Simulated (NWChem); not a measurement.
Species: CrO4 (charge -2); SMILES [O]=[Cr-2](=[O])(=[O])=[O]

Computed with NWChem. Sets without diffuse functions describe the anion's extra electron poorly. Structure relaxed at the B3LYP/def2-SVPD level. Not confirmed as a minimum by frequencies. The highest occupied level is positive in some or all of these runs, so the extra electron may be held by the finite basis. B3LYP is NWChem's, with the RPA form of VWN correlation. Total energies compare along this basis series because the functional is fixed.

```
level              basis functions  energy (Ha)  highest occupied level (eV)  orbital gap (eV)
-----------------  ---------------  -----------  ---------------------------  ----------------
B3LYP/pcseg-1                   87   -1345.2171                         4.28              5.10
B3LYP/aug-pcseg-1              139   -1345.2713                         3.19              2.15
B3LYP/pcseg-2                  176   -1345.5745                         3.60              5.10
B3LYP/STO-3G                    38   -1329.9684                        12.28              6.28
B3LYP/def2-SVP                  87   -1344.9767                         4.71              3.88
```
